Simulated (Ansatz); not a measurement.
Energy needed to pull apart GeH4SO (SMILES S[O][GeH3]), closed shell, into free ground-state atoms, from the structure below (displaced at random from a GFN2-xTB minimum); no zero-point or spin–orbit terms; open-shell atoms are treated unrestricted, in their ground-state multiplicity.

```json
{"atom": "S1", "x (Å)": "-0.8193", "y (Å)": "-1.8411", "z (Å)": "-0.2712"}
{"atom": "O2", "x (Å)": "-0.6213", "y (Å)": "-0.4529", "z (Å)": "0.6110"}
{"atom": "Ge3", "x (Å)": "0.6136", "y (Å)": "0.7427", "z (Å)": "0.1694"}
{"atom": "H4", "x (Å)": "-1.9925", "y (Å)": "-1.5763", "z (Å)": "-0.8299"}
{"atom": "H5", "x (Å)": "0.4017", "y (Å)": "1.2029", "z (Å)": "-1.1903"}
{"atom": "H6", "x (Å)": "0.2735", "y (Å)": "1.7765", "z (Å)": "1.2316"}
{"atom": "H7", "x (Å)": "1.9606", "y (Å)": "0.0997", "z (Å)": "0.3037"}
```

Ansatz 0.2.0; basis: def2-TZVPP; cores frozen in the correlated methods. Filled d shells of the heavier atoms are correlated. The def2 sets are not built for correlating such inner shells, so the correlated values are less sure here.

| method | atomization energy (kcal/mol) |
| --- | --- |
| PBE-D4 | ? |
| r2SCAN-D4 | 453.9 |
| B97M-V | 459.9 |
| PBE0-D4 | 445.2 |
| wB97X-V | 458.1 |
| wB97M-V | 454.0 |
| HF | ? |
| MP2 | 446.0 |
| CCSD | 434.9 |
| CCSD(T) | 443.1 |

(1) What does PBE-D4 give? (Judge from chemistry; the value comes from the calculation.)

(2) What does HF give? (To be estimated.)

T1 diagnostic: at most 0.013.

## Answers

(1) By the calculation: 455.6 kcal/mol, which is about 12.5 kcal/mol more than CCSD(T)/def2-TZVPP.

(2) By the calculation: 297.2 kcal/mol, which is about 145.8 kcal/mol less than CCSD(T)/def2-TZVPP.

In triple zeta the MP2 and coupled-cluster atomization energies are still short of their basis limit by a few kcal/mol a bond, whereas those of the functionals are nearly converged, so these differences are not deviations from converged CCSD(T).

For scale, one of the runs: CCSD(T)/def2-TZVPP forces, 177 basis functions (an equivalent command: `ansatz run in.yaml --threads 4`). Hardware: 4 CPU threads, shared host. Wall time 3.3 min; peak host memory 2.9 GiB.
